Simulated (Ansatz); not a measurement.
Program: Ansatz. Geometries: PBE0-D4/def2-TZVP. ΔE: electronic, gas phase. CBS: MP2 limit from def2 TZ/QZ plus the TZ coupled-cluster correction, frozen cores. This one scheme is used for every species. Functionals use def2-TZVPP. HSE06 is defined as in plane-wave codes. Each species was taken in one conformer, which may not be the lowest.

Reaction (formal exchange of groups at the Al–Cl bond): `C[CH](C)[Al]([Cl])[Cl]` + `CCC` → `C[CH](C)[Al]([Cl])[CH](C)C` + HCl

`C[CH](C)[Al]([Cl])[Cl]`:

Z-matrix (Å, degrees):
```
C
C 1 1.530
H 1 1.094 2 112.6
H 1 1.094 2 111.5 3 121.1
H 1 1.096 2 110.5 3 -119.9
C 2 1.530 1 110.8 3 175.4
Al 2 1.951 1 111.0 3 -61.0
H 2 1.097 1 108.7 3 56.0
H 6 1.096 2 110.5 1 -55.5
H 6 1.094 2 111.6 1 63.5
H 6 1.094 2 112.6 1 -175.4
Cl 7 2.092 2 123.4 1 119.1
Cl 7 2.094 2 119.8 1 -61.2
```

`CCC`:

```xyz
11

C     0.591    0.312    1.098
C     0.472   -0.238   -0.314
C    -0.940   -0.136   -0.866
H    -0.065   -0.229    1.787
H     0.305    1.367    1.134
H     1.612    0.231    1.478
H     1.162    0.298   -0.974
H     0.794   -1.285   -0.326
H    -1.007   -0.535   -1.880
H    -1.276    0.905   -0.895
H    -1.647   -0.690   -0.242
```

`C[CH](C)[Al]([Cl])[CH](C)C`:

Cartesian coordinates in Å:
```
C -2.732 1.248 -0.643
C -1.590 0.237 -0.641
C -1.098 -0.052 -2.063
Al -0.084 0.707 0.530
Cl -0.282 2.393 1.794
C 1.598 -0.308 0.588
C 2.570 0.134 1.677
C 1.318 -1.812 0.667
H -2.409 2.217 -1.036
H -3.126 1.429 0.360
H -3.563 0.906 -1.272
H -1.975 -0.710 -0.231
H -1.914 -0.421 -2.696
H -0.710 0.851 -2.545
H -0.302 -0.802 -2.089
H 2.071 -0.116 -0.388
H 2.152 -0.027 2.676
H 2.817 1.196 1.605
H 3.508 -0.431 1.624
H 2.245 -2.392 0.589
H 0.855 -2.085 1.621
H 0.651 -2.159 -0.129
```

HCl:

Cartesian coordinates in Å:
```
Cl -0.153 0.135 0.606
H 0.153 -0.135 -0.606
```

```json
{"level": "PBE-D4", "ΔE (kcal/mol)": "42.6", "difference from CCSD(T)/CBS": "-1.7"}
{"level": "revPBE-D4", "ΔE (kcal/mol)": "42.1", "difference from CCSD(T)/CBS": "-2.2"}
{"level": "r2SCAN-D4", "ΔE (kcal/mol)": "45.5", "difference from CCSD(T)/CBS": "1.2"}
{"level": "PBE0-D4", "ΔE (kcal/mol)": "44.0", "difference from CCSD(T)/CBS": "-0.3"}
{"level": "HSE06-D4", "ΔE (kcal/mol)": "44.1", "difference from CCSD(T)/CBS": "-0.2"}
{"level": "BHLYP-D4", "ΔE (kcal/mol)": "46.3", "difference from CCSD(T)/CBS": "2.0"}
{"level": "ωB97X-V", "ΔE (kcal/mol)": "44.6", "difference from CCSD(T)/CBS": "0.3"}
{"level": "B2PLYP", "ΔE (kcal/mol)": "46.4", "difference from CCSD(T)/CBS": "2.1"}
{"level": "revPBE", "ΔE (kcal/mol)": "45.6", "difference from CCSD(T)/CBS": "1.3"}
{"level": "HSE06", "ΔE (kcal/mol)": "45.6", "difference from CCSD(T)/CBS": "1.3"}
{"level": "BHLYP", "ΔE (kcal/mol)": "48.5", "difference from CCSD(T)/CBS": "4.2"}
{"level": "MP2/def2-SVP", "ΔE (kcal/mol)": "46.0", "difference from CCSD(T)/CBS": "1.7"}
{"level": "CCSD/def2-SVP", "ΔE (kcal/mol)": "46.1", "difference from CCSD(T)/CBS": "1.8"}
{"level": "MP2/def2-QZVPP", "ΔE (kcal/mol)": "44.8", "difference from CCSD(T)/CBS": "0.5"}
{"level": "MP2/CBS(def2)", "ΔE (kcal/mol)": "45.0", "difference from CCSD(T)/CBS": "0.7"}
{"level": "CCSD/CBS(def2)", "ΔE (kcal/mol)": "45.3", "difference from CCSD(T)/CBS": "1.0"}
{"level": "CCSD(T)/CBS", "ΔE (kcal/mol)": "44.3", "difference from CCSD(T)/CBS": "0"}
```

Largest T1 diagnostic among the species: 0.009.

From PBE to PBE0 (25 % exact exchange), in def2-TZVPP and without D4, ΔE moves by +1.2 kcal/mol. Leaving LDA and LC-ωPBE aside and taking each functional with its dispersion term where it has one, the values spread over 4.3 kcal/mol, from revPBE-D4 to B2PLYP. LDA lies −2.7 kcal/mol from PBE without D4. At CCSD(T), def2-SVP lies +1.0 kcal/mol from the extrapolated value and def2-TZVPP −0.5 kcal/mol.

CCSD(T)/CBS has its own doubt, a few kJ/mol and more with outer-core shells, so smaller differences from it don't rank the levels.
